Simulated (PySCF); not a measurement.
PySCF job for C3, SMILES [C]=C=[C] (connectivity only; charge and spin as stated), neutral, multiplicity 1, ADC(2)/aug-cc-pVDZ. The structure is a stationary point at PBE0-D3(BJ)/def2-TZVP. The isomer is the one that the SMILES or the coordinates give; other isomers of the formula were not compared.

```python
import numpy as np
from pyscf import gto, scf, dft, adc

mol = gto.M(
    atom='''
    C     0.00000000    0.00000000   -1.28831027
    C     0.00000000    0.00000000    0.00000000
    C     0.00000000    0.00000000    1.28831027
    ''',
    basis='aug-cc-pVDZ',
    charge=0,
    spin=0,
    max_memory=1600,
    verbose=4,
)
mf = scf.RHF(mol)
mf.conv_tol = 1e-10
mf.max_cycle = 100
mf.kernel()
res = {}
for kind, nroots in (('ee', 6), ('ip', 6), ('ea', 2)):
    a = adc.ADC(mf).density_fit('aug-cc-pvdz-ri')
    a.method, a.method_type = 'adc(2)', kind
    e, v, p, x = a.kernel(nroots=nroots)
    res[kind] = (e * 27.211386245988, p)
a = adc.ADC(mf).density_fit('aug-cc-pvdz-ri')
a.method, a.method_type, a.ncvs = 'adc(2)-x', 'ip', 3
e, v, p, x = a.kernel(nroots=3)
res['core ip, CVS-ADC(2)-x'] = (e * 27.211386245988, p)
for kind, (e, p) in res.items():
    print(kind, 'energies / eV', np.round(e, 3), 'strengths', np.round(p, 4))
```

Log of the run:

```
PySCF version 2.14.0

[INPUT] verbose = 4
[INPUT] num. atoms = 3
[INPUT] num. electrons = 18
[INPUT] charge = 0
[INPUT] spin (= nelec alpha-beta = 2S) = 0
[INPUT] symmetry False subgroup None
[INPUT] Mole.unit = angstrom
[INPUT] Symbol           X                Y                Z      unit          X                Y                Z       unit  Magmom
[INPUT]  1 C      0.000000000000   0.000000000000  -1.288310270000 AA    0.000000000000   0.000000000000  -2.434553573764 Bohr   0.0
[INPUT]  2 C      0.000000000000   0.000000000000   0.000000000000 AA    0.000000000000   0.000000000000   0.000000000000 Bohr   0.0
[INPUT]  3 C      0.000000000000   0.000000000000   1.288310270000 AA    0.000000000000   0.000000000000   2.434553573764 Bohr   0.0

nuclear repulsion = 36.9677631948087
number of shells = 24
number of NR pGTOs = 105
number of NR cGTOs = 69
basis = aug-cc-pVDZ
ecp = {}


[settings echo left out]
init E= -113.61573171733
  HOMO = -0.244078615205001  LUMO = -0.0790514868628048  gap/eV = 4.49062
cycle= 1 E= -113.325753464023  delta_E= 0.29  |g|= 0.321  |ddm|=  2.5
  HOMO = -0.502439552913622  LUMO = -0.0603487468524914  gap/eV = 12.02990
cycle= 2 E= -113.364752340099  delta_E= -0.039  |g|= 0.0787  |ddm|= 1.18
  HOMO = -0.471219395798435  LUMO = -0.0202231095434273  gap/eV = 12.27223
cycle= 3 E= -113.36788726929  delta_E= -0.00313  |g|= 0.0296  |ddm|= 0.228
  HOMO = -0.469778286341735  LUMO = -0.0207557871090927  gap/eV = 12.21852
cycle= 4 E= -113.368290985948  delta_E= -0.000404  |g|= 0.00798  |ddm|= 0.159
  HOMO = -0.472831512472277  LUMO = -0.0218630540465183  gap/eV = 12.27148
cycle= 5 E= -113.368315839427  delta_E= -2.49e-05  |g|= 0.00217  |ddm|= 0.0213
  HOMO = -0.472570388569399  LUMO = -0.0216363623323065  gap/eV = 12.27054
cycle= 6 E= -113.368317633418  delta_E= -1.79e-06  |g|= 0.000306  |ddm|= 0.00705
  HOMO = -0.472548645010555  LUMO = -0.0216126649644938  gap/eV = 12.27059
cycle= 7 E= -113.3683176686  delta_E= -3.52e-08  |g|= 3.97e-05  |ddm|= 0.000975
  HOMO = -0.472546747155692  LUMO = -0.0216106948913796  gap/eV = 12.27059
cycle= 8 E= -113.368317669484  delta_E= -8.85e-10  |g|= 3.64e-06  |ddm|= 0.000246
  HOMO = -0.472547042381951  LUMO = -0.0216104997960336  gap/eV = 12.27061
cycle= 9 E= -113.368317669495  delta_E= -1.03e-11  |g|= 3.37e-07  |ddm|= 3e-05
  HOMO = -0.472547094717492  LUMO = -0.0216105562952969  gap/eV = 12.27061
Extra cycle  E= -113.368317669495  delta_E= -1.42e-13  |g|= 1.06e-07  |ddm|= 3.19e-06
converged SCF energy = -113.368317669495

******** <class 'pyscf.adc.radc.RADC'> ********
******** ADC Orbital Information ********
Number of Frozen Occupied Orbitals: 0
Number of Frozen Virtual Orbitals: 0
Number of Active Occupied Orbitals: 9
Number of Active Virtual Orbitals: 60
*****************************************
******** <class 'pyscf.df.df.DF'> ********
auxbasis = aug-cc-pvdz-ri
Reference correlation energy (doubles): -0.34748953
MP2 correlation energy of reference state (a.u.) = -0.34748953

******** <class 'pyscf.adc.radc_ee.RADCEE'> ********
max_space = 12
max_cycle = 50
conv_tol = 1e-08

*************************************************************
        ADC calculation summary (singlet states only)
*************************************************************
adc(2) root 0  |  Energy (Eh) =   0.1240895367  |  Energy (eV) =   3.37664828  |  Osc. strength = 0.02178970  |  conv = True
adc(2) root 1  |  Energy (Eh) =   0.1240895367  |  Energy (eV) =   3.37664828  |  Osc. strength = 0.02178970  |  conv = True
adc(2) root 2  |  Energy (Eh) =   0.1565319952  |  Energy (eV) =   4.25945255  |  Osc. strength = 0.00000000  |  conv = True
adc(2) root 3  |  Energy (Eh) =   0.1622193408  |  Energy (eV) =   4.41421310  |  Osc. strength = 0.00000000  |  conv = True
adc(2) root 4  |  Energy (Eh) =   0.1681915946  |  Energy (eV) =   4.57672640  |  Osc. strength = 0.00000000  |  conv = True
adc(2) root 5  |  Energy (Eh) =   0.1681915946  |  Energy (eV) =   4.57672640  |  Osc. strength = 0.00000000  |  conv = True

******** <class 'pyscf.adc.radc.RADC'> ********
******** ADC Orbital Information ********
Number of Frozen Occupied Orbitals: 0
Number of Frozen Virtual Orbitals: 0
Number of Active Occupied Orbitals: 9
Number of Active Virtual Orbitals: 60
*****************************************
******** <class 'pyscf.df.df.DF'> ********
auxbasis = aug-cc-pvdz-ri
Reference correlation energy (doubles): -0.34748953
MP2 correlation energy of reference state (a.u.) = -0.34748953

******** <class 'pyscf.adc.radc_ip.RADCIP'> ********
max_space = 12
max_cycle = 50
conv_tol = 1e-08

*************************************************************
        ADC calculation summary (doublet states only)
*************************************************************
adc(2) root 0  |  Energy (Eh) =   0.4131058577  |  Energy (eV) =  11.24118296  |  Spec. factor = 1.66832175  |  conv = True
adc(2) root 1  |  Energy (Eh) =   0.4427787391  |  Energy (eV) =  12.04862319  |  Spec. factor = 1.62496159  |  conv = True
adc(2) root 2  |  Energy (Eh) =   0.4891344160  |  Energy (eV) =  13.31002541  |  Spec. factor = 1.77958663  |  conv = True
adc(2) root 3  |  Energy (Eh) =   0.4891344160  |  Energy (eV) =  13.31002541  |  Spec. factor = 1.77958663  |  conv = True
adc(2) root 4  |  Energy (Eh) =   0.8298319008  |  Energy (eV) =  22.58087618  |  Spec. factor = 1.57523013  |  conv = True
adc(2) root 5  |  Energy (Eh) =   0.9234836331  |  Energy (eV) =  25.12926962  |  Spec. factor = 0.01601034  |  conv = True

******** <class 'pyscf.adc.radc.RADC'> ********
******** ADC Orbital Information ********
Number of Frozen Occupied Orbitals: 0
Number of Frozen Virtual Orbitals: 0
Number of Active Occupied Orbitals: 9
Number of Active Virtual Orbitals: 60
*****************************************
******** <class 'pyscf.df.df.DF'> ********
auxbasis = aug-cc-pvdz-ri
Reference correlation energy (doubles): -0.34748953
MP2 correlation energy of reference state (a.u.) = -0.34748953

******** <class 'pyscf.adc.radc_ea.RADCEA'> ********
max_space = 12
max_cycle = 50
conv_tol = 1e-08

*************************************************************
        ADC calculation summary (doublet states only)
*************************************************************
adc(2) root 0  |  Energy (Eh) =  -0.0802377337  |  Energy (eV) =  -2.18337994  |  Spec. factor = 1.78015524  |  conv = True
adc(2) root 1  |  Energy (Eh) =  -0.0802377337  |  Energy (eV) =  -2.18337994  |  Spec. factor = 1.78015524  |  conv = True

******** <class 'pyscf.adc.radc.RADC'> ********
******** ADC Orbital Information ********
Number of Frozen Occupied Orbitals: 0
Number of Frozen Virtual Orbitals: 0
Number of Active Occupied Orbitals: 9
Number of Active Virtual Orbitals: 60
*****************************************
******** <class 'pyscf.df.df.DF'> ********
auxbasis = aug-cc-pvdz-ri
Reference correlation energy (doubles): -0.34748953
MP2 correlation energy of reference state (a.u.) = -0.34748953

******** <class 'pyscf.adc.radc_ip_cvs.RADCIPCVS'> ********
max_space = 12
max_cycle = 50
conv_tol = 1e-08

*************************************************************
        ADC calculation summary (doublet states only)
*************************************************************
adc(2)-x root 0  |  Energy (Eh) =  10.7556060740  |  Energy (eV) = 292.67494876  |  Spec. factor = 1.50986282  |  conv = True
adc(2)-x root 1  |  Energy (Eh) =  10.8727294171  |  Energy (eV) = 295.86203726  |  Spec. factor = 1.32321896  |  conv = True
adc(2)-x root 2  |  Energy (Eh) =  10.8727995359  |  Energy (eV) = 295.86394529  |  Spec. factor = 1.32321175  |  conv = True
ee energies / eV [3.377 3.377 4.259 4.414 4.577 4.577] strengths [0.0218 0.0218 0.     0.     0.     0.    ]
ip energies / eV [11.241 12.049 13.31  13.31  22.581 25.129] strengths [1.6683 1.625  1.7796 1.7796 1.5752 0.016 ]
ea energies / eV [-2.183 -2.183] strengths [1.7802 1.7802]
core ip, CVS-ADC(2)-x energies / eV [292.675 295.862 295.864] strengths [1.5099 1.3232 1.3232]
```

The calculation finished and met its thresholds.
